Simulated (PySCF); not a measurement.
PySCF input for In(H)(OH)(OEt) (C₂H₇InO₂), SMILES [OH][InH][O]CC, r2SCAN-D4/def2-SVP. Geometry optimised at r2SCAN-D4/def2-SVP. The structure was generated by enumeration; whether it is a known compound was not checked. The def2 effective core potentials stand for the cores of In; spin–orbit coupling is left out. One conformer was computed; it need not be the lowest.

```python
import numpy as np
from pyscf import gto, scf, dft, df
from pyscf.hessian import thermo

mol = gto.M(
    atom='''
    In   -0.00653932   -0.26880849    0.79127158
    H    -0.21431477   -1.33363079    2.10418408
    O     1.24962375    1.28869540    0.61083471
    H     1.78188377    1.43034320    1.40609587
    O    -1.09903049   -0.43148246   -0.87338294
    C    -0.89550726    0.38524217   -2.00510775
    C     0.51005078    0.27439038   -2.57412046
    H    -1.63220091    0.06570395   -2.76832500
    H    -1.11630228    1.45053710   -1.78293296
    H     0.74299323   -0.77553080   -2.81703985
    H     0.61715217    0.87185759   -3.49471672
    H     1.24920811    0.64683654   -1.84381750
    ''',
    basis='def2-SVP',
    ecp={'In': 'def2-svp'},
    charge=0,
    spin=0,
    max_memory=1600,
    verbose=3,
)
mf = dft.RKS(mol, xc='r2scan').density_fit(auxbasis='def2-universal-jkfit')
mf.disp = 'd4'
mf.grids.level = 4
mf.conv_tol = 1e-11
mf.max_cycle = 100
mf.kernel()

# [left out here: the lines that compute and print the analytic Hessian (its translational invariance restored by hand, since the grid's response is missing), thermochemistry and intensities]
```

Program output:

```
[...]
       3   H                 0.01  0.00  0.01   -0.08 -0.08 -0.04    0.45  0.74 -0.39
       4   O                -0.16 -0.07 -0.12   -0.00 -0.00 -0.01   -0.01 -0.00  0.00
       5   C                -0.01  0.04 -0.07   -0.00  0.00 -0.01    0.00 -0.01 -0.00
       6   C                 0.02  0.01 -0.03    0.00  0.00  0.00   -0.00 -0.01 -0.00
       7   H                 0.01  0.17 -0.15    0.00  0.00 -0.01   -0.04  0.04  0.02
       8   H                 0.06  0.03  0.01   -0.01  0.01 -0.01    0.06  0.00  0.02
       9   H                 0.03  0.00  0.03   -0.01 -0.00  0.01    0.06  0.01 -0.01
      10   H                 0.06 -0.03 -0.05    0.02 -0.00  0.00   -0.00  0.02  0.01
      11   H                 0.00  0.04 -0.02   -0.00 -0.01  0.01   -0.05  0.03  0.03
Mode                                12                  13                  14
Irrep
Freq [cm^-1]                      807.9070            906.0094           1092.5028
Reduced mass [au]                   1.0946              2.0044              2.8575
Force const [Dyne/A]                0.4210              0.9694              2.0095
Char temp [K]                    1162.3982           1303.5459           1571.8682
Normal mode                   x     y     z       x     y     z       x     y     z
       0  In                 0.00  0.00  0.00    0.00  0.00  0.00   -0.00  0.00 -0.00
       1   H                 0.01  0.00 -0.01    0.02  0.01  0.01   -0.01 -0.02 -0.01
       2   O                -0.00  0.00 -0.01    0.00  0.00 -0.00   -0.00 -0.00 -0.00
       3   H                -0.06 -0.10  0.05    0.00 -0.00 -0.00   -0.01 -0.01  0.01
       4   O                 0.01  0.02  0.01    0.01  0.04 -0.09   -0.02 -0.04  0.07
       5   C                -0.02 -0.05 -0.04    0.08 -0.04  0.01    0.16 -0.00 -0.09
       6   C                -0.02 -0.03 -0.02   -0.10 -0.04  0.11   -0.12  0.06 -0.02
       7   H                -0.34  0.29  0.13    0.17  0.02 -0.11    0.14 -0.02 -0.05
       8   H                 0.45  0.02  0.10    0.15  0.01 -0.10    0.18 -0.02 -0.04
       9   H                 0.46  0.07 -0.00    0.01  0.04 -0.12   -0.27 -0.02  0.21
      10   H                 0.06  0.14  0.10   -0.57  0.09  0.14    0.14 -0.02 -0.03
      11   H                -0.35  0.21  0.20    0.02  0.10 -0.09   -0.25 -0.06  0.17
Mode                                15                  16                  17
Irrep
Freq [cm^-1]                     1130.3125           1167.3303           1298.4155
Reduced mass [au]                   3.3143              1.6133              1.0969
Force const [Dyne/A]                2.4948              1.2953              1.0895
Char temp [K]                    1626.2680           1679.5284           1868.1308
Normal mode                   x     y     z       x     y     z       x     y     z
       0  In                -0.00 -0.00 -0.00    0.00  0.00  0.00    0.00  0.00  0.00
       1   H                -0.02 -0.01 -0.01   -0.01 -0.01  0.00   -0.01 -0.01  0.01
       2   O                -0.00 -0.00  0.00    0.00 -0.00 -0.00   -0.00  0.00  0.00
       3   H                -0.00 -0.00  0.00   -0.00 -0.01  0.00    0.00  0.00 -0.00
       4   O                 0.02 -0.08  0.10   -0.02 -0.02 -0.04   -0.01 -0.02 -0.03
       5   C                -0.03  0.13 -0.13    0.05  0.10  0.10   -0.00 -0.02  0.00
       6   C                 0.02 -0.06  0.05   -0.04 -0.07 -0.06    0.03  0.06  0.04
       7   H                -0.00  0.02 -0.09    0.14 -0.35  0.21   -0.39 -0.22  0.48
       8   H                 0.01  0.15 -0.21   -0.19  0.14 -0.32    0.35  0.17 -0.47
       9   H                 0.14  0.03 -0.19    0.30 -0.01  0.04   -0.23  0.01  0.01
      10   H                -0.27  0.06  0.08    0.12  0.15  0.10   -0.04 -0.08 -0.06
      11   H                 0.09  0.12 -0.12   -0.28  0.11  0.10    0.17 -0.09 -0.03
Mode                                18                  19                  20
Irrep
Freq [cm^-1]                     1359.9660           1392.9081           1458.1722
Reduced mass [au]                   1.2227              1.3276              1.0376
Force const [Dyne/A]                1.3324              1.5176              1.2998
Char temp [K]                    1956.6883           2004.0846           2097.9851
Normal mode                   x     y     z       x     y     z       x     y     z
       0  In                 0.00  0.00  0.00    0.00  0.00  0.00    0.00  0.00 -0.00
       1   H                -0.01 -0.01 -0.00   -0.01 -0.01  0.01   -0.00 -0.00 -0.00
       2   O                -0.00 -0.00  0.00   -0.00 -0.00 -0.00    0.00 -0.00  0.00
       3   H                -0.01 -0.01  0.01    0.00 -0.00 -0.00   -0.00 -0.00  0.00
       4   O                -0.01  0.01 -0.01   -0.01  0.01 -0.01   -0.00 -0.00 -0.00
       5   C                 0.04  0.02 -0.04    0.09  0.01 -0.06   -0.01  0.02  0.02
       6   C                 0.10 -0.03 -0.02   -0.08 -0.01  0.06    0.03  0.02  0.03
       7   H                -0.25 -0.06  0.27   -0.29 -0.08  0.35    0.11 -0.11 -0.03
       8   H                -0.30 -0.12  0.27   -0.32 -0.16  0.29    0.06  0.02  0.05
       9   H                -0.32 -0.14  0.09    0.23  0.12 -0.23   -0.01  0.14 -0.55
      10   H                -0.42  0.17  0.05    0.25 -0.16 -0.00   -0.08 -0.52 -0.34
      11   H                -0.26  0.13  0.25    0.19  0.03 -0.23   -0.31  0.01  0.35
Mode                                21                  22                  23
Irrep
Freq [cm^-1]                     1471.1868           1490.5678           1843.6442
Reduced mass [au]                   1.0438              1.0830              1.0165
Force const [Dyne/A]                1.3311              1.4176              2.0357
Char temp [K]                    2116.7103           2144.5951           2652.5936
Normal mode                   x     y     z       x     y     z       x     y     z
       0  In                 0.00 -0.00 -0.00   -0.00 -0.00 -0.00   -0.00 -0.01  0.01
       1   H                -0.00  0.00  0.00    0.00  0.01 -0.00    0.12  0.62 -0.76
       2   O                -0.00  0.00 -0.00    0.00  0.00  0.00    0.00  0.00  0.00
       3   H                -0.00  0.00  0.00   -0.00  0.00  0.00    0.00  0.00 -0.00
       4   O                 0.00 -0.01  0.01    0.00 -0.01  0.01   -0.00 -0.00 -0.00
       5   C                 0.03 -0.00  0.00    0.04 -0.05  0.04    0.00  0.00 -0.00
       6   C                -0.01  0.04 -0.02    0.01 -0.02  0.01   -0.00 -0.00  0.00
       7   H                -0.13  0.30  0.02   -0.15  0.56 -0.06   -0.00 -0.01  0.01
       8   H                -0.28 -0.01 -0.21   -0.35  0.00 -0.46   -0.00  0.00  0.00
       9   H                 0.39  0.06  0.22   -0.23 -0.01 -0.20    0.00 -0.00 -0.00
      10   H                -0.32 -0.12 -0.14    0.18 -0.03  0.02    0.00  0.00  0.00
      11   H                 0.06 -0.57  0.22   -0.10  0.31 -0.05    0.00  0.00 -0.00
Mode                                24                  25                  26
Irrep
Freq [cm^-1]                     2964.7314           3016.0646           3019.8935
Reduced mass [au]                   1.0628              1.0363              1.1022
Force const [Dyne/A]                5.5039              5.5541              5.9223
Char temp [K]                    4265.5884           4339.4455           4344.9544
Normal mode                   x     y     z       x     y     z       x     y     z
       0  In                 0.00  0.00  0.00    0.00 -0.00 -0.00   -0.00  0.00 -0.00
       1   H                -0.00  0.00 -0.00   -0.00  0.00 -0.00   -0.00  0.00 -0.00
       2   O                -0.00 -0.00 -0.00    0.00  0.00  0.00   -0.00 -0.00 -0.00
       3   H                -0.00 -0.00 -0.00   -0.00  0.00 -0.00    0.00 -0.00  0.00
       4   O                 0.00  0.00 -0.00   -0.00  0.00 -0.00   -0.00 -0.00  0.00
       5   C                -0.04  0.06 -0.00   -0.00 -0.00 -0.00    0.04  0.05  0.06
       6   C                 0.00 -0.00  0.00    0.05 -0.00 -0.01   -0.00 -0.01 -0.01
       7   H                 0.27  0.14  0.29    0.02  0.01  0.02   -0.57 -0.26 -0.58
       8   H                 0.16 -0.83 -0.20    0.00  0.01 -0.00    0.09 -0.38 -0.08
       9   H                -0.00  0.03  0.01   -0.11  0.53  0.12   -0.02  0.08  0.02
      10   H                -0.00  0.02 -0.03   -0.04 -0.29  0.45   -0.00 -0.02  0.03
      11   H                 0.00 -0.00  0.00   -0.40 -0.21 -0.41    0.05  0.02  0.05
Mode                                27                  28                  29
Irrep
Freq [cm^-1]                     3117.6400           3123.2777           3832.6376
Reduced mass [au]                   1.1031              1.1047              1.0671
Force const [Dyne/A]                6.3173              6.3492              9.2354
Char temp [K]                    4485.5898           4493.7013           5514.3122
Normal mode                   x     y     z       x     y     z       x     y     z
       0  In                -0.00  0.00 -0.00   -0.00 -0.00  0.00   -0.00 -0.00  0.00
       1   H                 0.00 -0.00  0.00    0.00  0.00  0.00   -0.00 -0.00  0.00
       2   O                 0.00  0.00  0.00   -0.00 -0.00 -0.00    0.03  0.01  0.05
       3   H                -0.00  0.00 -0.00    0.00 -0.00  0.00   -0.54 -0.15 -0.79
       4   O                -0.00  0.00 -0.00    0.00  0.00  0.00   -0.00  0.00 -0.00
       5   C                 0.01  0.00  0.01   -0.00 -0.01 -0.00   -0.00 -0.00  0.00
       6   C                 0.03 -0.01  0.08   -0.01 -0.09 -0.00   -0.00 -0.00 -0.00
       7   H                -0.06 -0.03 -0.06    0.04  0.02  0.03   -0.00 -0.00 -0.00
       8   H                 0.00 -0.01 -0.01   -0.01  0.07  0.02   -0.00  0.00 -0.00
       9   H                 0.02 -0.07 -0.00   -0.16  0.74  0.17    0.00  0.00  0.00
      10   H                 0.07  0.37 -0.56    0.04  0.22 -0.36    0.00  0.00 -0.00
      11   H                -0.44 -0.23 -0.43    0.22  0.10  0.22    0.00  0.00  0.00
temperature 298.1500 [K]
pressure 101325.00 [Pa]
Rotational constants [GHz] 4.75811 1.80478 1.42019
Symmetry number 1
Zero-point energy (ZPE) 0.08814 [Eh]   231398.751 [J/mol]
                           tot       elec      trans        rot        vib
Entropy [J/mol/K]       378.386      0.000    173.364    115.765     89.258
Cv [J/mol/K]            112.105      0.000     12.472     12.472     87.162
Cp [J/mol/K]            120.419      0.000     20.786     12.472     87.162
Internal energy [J/mol]                      3718.434   3718.434 245286.986
Internal energy [Eh]   -420.67796  -420.77422
Enthalpy [J/mol]                             6197.391   3718.434 245286.986
Enthalpy [Eh]          -420.67702
Gibbs free energy [J/mol]                  -45491.083 -30796.789 218674.807
Gibbs free energy [Eh] -420.71999
mode   freq/cm-1   IR/(km/mol)
   1       52.94         2.019
   2       87.66        13.693
   3      111.83         3.648
   4      184.79        12.915
   5      295.85        66.735
   6      310.19         3.332
   7      385.69        54.814
   8      410.28        94.908
   9      460.93        35.568
  10      532.77        28.778
  11      591.00        39.889
  12      769.76        78.607
  13      807.91         4.258
  14      906.01        18.779
  15     1092.50        57.461
  16     1130.31       143.026
  17     1167.33         3.409
  18     1298.42         0.347
  19     1359.97        13.497
  20     1392.91        54.160
  21     1458.17         5.590
  22     1471.19         2.917
  23     1490.57         4.951
  24     1843.64       126.865
  25     2964.73       100.402
  26     3016.06        18.529
  27     3019.89        46.539
  28     3117.64        21.296
  29     3123.28        24.513
  30     3832.64        41.848
max |gradient| / (hartree/bohr): 0.00029605447201158837
APT charges: [ 1.3098 -0.273  -0.7358  0.223  -0.8875  0.6145 -0.0342 -0.1052 -0.0977
 -0.0144 -0.0153  0.0164]
```

The run converged.

Cost: about 9 core-minutes (a rough figure).
